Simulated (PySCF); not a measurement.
**An isoelectronic set: 58 electrons**

HF in PySCF with def2-SVPD on every atom (core potentials on Cd, Sn, Te, I), for the lowest determinant that a PBE0 search found; no spin–orbit coupling. All have 58 electrons, 10 of them in the valence shells, and the same state, a singlet (closed shell). For ions De leads to the atom and ion picked by measured ionisation energies and electron affinities.

```json
{"species": "CdF⁻", "difference of nuclear charges": "39", "Re (Å)": "2.177", "ωe (cm⁻¹)": "342", "k (mdyn/Å)": "1.12", "De (eV)": "n/a", "dissociates to": "Cd + F⁻"}
{"species": "BTe⁻", "difference of nuclear charges": "47", "Re (Å)": "2.081", "ωe (cm⁻¹)": "685", "k (mdyn/Å)": "2.80", "De (eV)": "n/a", "dissociates to": "B + Te⁻"}
{"species": "BeI⁻", "difference of nuclear charges": "49", "Re (Å)": "2.689", "ωe (cm⁻¹)": "199", "k (mdyn/Å)": "0.197", "De (eV)": "n/a", "dissociates to": "Be + I⁻"}
{"species": "SnO", "difference of nuclear charges": "42", "Re (Å)": "1.813", "ωe (cm⁻¹)": "929", "k (mdyn/Å)": "7.18", "De (eV)": "1.56", "dissociates to": "Sn + O"}
{"species": "TeC", "difference of nuclear charges": "46", "Re (Å)": "1.873", "ωe (cm⁻¹)": "958", "k (mdyn/Å)": "5.94", "De (eV)": "1.33", "dissociates to": "Te + C"}
{"species": "BI", "difference of nuclear charges": "48", "Re (Å)": "2.151", "ωe (cm⁻¹)": "577", "k (mdyn/Å)": "1.99", "De (eV)": "2.22", "dissociates to": "B + I"}
```

Task: Which member of the whole set has the stiffest bond, and how does it compare with the softest?

Result: SnO with k = 7.18 mdyn/Å, 36 times that of BeI⁻.

These are scalar-relativistic numbers at best; spin–orbit coupling would shift them, the dissociation energy most. Where the molecule has an RHF reference, its open-shell atoms are computed with UHF. Hartree–Fock leaves out correlation, which carries a large part of most bond energies and some tenths to 1 eV of ionisation energies.
